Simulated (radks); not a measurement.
The table gives one normalised radial function P(r) = r R(r) (large component) of Cr7+ in [He] 2s2 2p5.5 3s2 3p5 4f0.5 (r in bohr). Calculated with a radial shooting solver on a logarithmic mesh with Libxc functionals: Dirac Kohn-Sham, LDA (Slater exchange, Perdew-Wang correlation), spin-unpolarised, spherical densities, point nucleus; open shells fill j = l - 1/2 first.

| r | P |
|---|---|
| 0.002709 | 0.0000 |
| 0.0035 | 0.0000 |
| 0.004521 | 0.0000 |
| 0.005839 | 0.0000 |
| 0.007543 | 0.0001 |
| 0.009822 | 0.0001 |
| 0.01269 | 0.0003 |
| 0.01639 | 0.0006 |
| 0.02117 | 0.0013 |
| 0.02735 | 0.0027 |
| 0.03533 | 0.0055 |
| 0.04563 | 0.0110 |
| 0.05895 | 0.0214 |
| 0.07614 | 0.0408 |
| 0.09836 | 0.0754 |
| 0.1281 | 0.1365 |
| 0.1654 | 0.2317 |
| 0.2137 | 0.3722 |
| 0.2761 | 0.5596 |
| 0.3566 | 0.7775 |
| 0.4606 | 0.9825 |
| 0.595 | 1.1084 |
| 0.7686 | 1.0887 |
| 0.9929 | 0.9028 |
| 1.283 | 0.6070 |
| 1.657 | 0.3131 |
| 2.157 | 0.1110 |
| 2.787 | 0.0260 |
| 3.6 | 0.0034 |
| 4.65 | 0.0002 |
| 6.007 | 0.0000 |

Which n and l does it have? It may be an empty orbital.

Answer. n = 3, l = 2: the number of nodes gives n - l - 1 = 0, the rise at small r points to l (this Dirac orbital starts as r^gamma with gamma = sqrt((l + 1)^2 - (Z/c)^2) = 2.99; the j = 5/2 orbital of l + 1 starts with the same power, but with a smaller coefficient, and then steepens), and the extent must fit the shell. The curve is that of 3d5/2; the two j differ most near the nucleus, where j = l - 1/2 has the larger amplitude, and in heavy atoms j = l - 1/2 is also the more compact. 3d5/2 (empty): eigenvalue -136.68 eV, 0 radial nodes, <r> = 0.818 bohr, 90 % of the charge inside 1.29 bohr.
